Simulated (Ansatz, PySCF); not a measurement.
Reaction R1 + R2 → P1, each structure at its B3LYP-D3(BJ)/def2-SVP stationary point, reached from a drawn start (curvature not checked).
R1, Cl5Nb (SMILES [Cl][Nb]([Cl])([Cl])([Cl])[Cl]) (charge 0, multiplicity 1):
```xyz
6

Nb     0.00001     0.00000     0.00000
Cl     0.00000     0.00000     2.33429
Cl     0.00000     0.00000    -2.33429
Cl     2.28718     0.00000     0.00000
Cl    -1.14360     1.98075     0.00000
Cl    -1.14360    -1.98075     0.00000
```
P1: Cl5H3NNb (SMILES [NH3+][Nb-]([Cl])([Cl])([Cl])([Cl])[Cl]), charge 0, multiplicity 1.
R2: NH3 (SMILES N), charge 0, multiplicity 1.

P less R. No zero-point or thermal terms; no spin–orbit coupling.

Cores are frozen in the correlated methods.

Programs: Ansatz (Gaussian basis) for Hartree–Fock, density functionals and correlated methods; PySCF for the D3/D4 terms. No computed number here is a measurement. Elements past Kr take the def2 small-core potentials, without spin–orbit coupling.

Total energies in hartree:

```
structure  PBE/def2-TZVPP  B3LYP-D3(BJ)/def2-TZVPP  CCSD(T)/def2-TZVPP
---------  --------------  -----------------------  ------------------
R1           -2357.447632             -2358.458791        -2355.463903
P1           -2413.995649             -2415.092752        -2411.984345
R2             -56.510747               -56.589539          -56.475787
```

Task: Work out the reaction energy at each level in eV (1 hartree = 27.21139 eV), and say how far PBE/def2-TZVPP lies from CCSD(T)/def2-TZVPP.

Result: 
- PBE/def2-TZVPP: (-2413.995649) − (-2357.447632) − (-56.510747) = -0.037270 hartree = -1.014 eV
- B3LYP-D3(BJ)/def2-TZVPP: (-2415.092752) − (-2358.458791) − (-56.589539) = -0.044422 hartree = -1.209 eV
- CCSD(T)/def2-TZVPP: (-2411.984345) − (-2355.463903) − (-56.475787) = -0.044655 hartree = -1.215 eV
PBE/def2-TZVPP less CCSD(T)/def2-TZVPP: 0.201 eV. CCSD(T)/def2-TZVPP is the level counted from, the highest shown, and no exact or measured value.

Ansatz is a first-principles code.
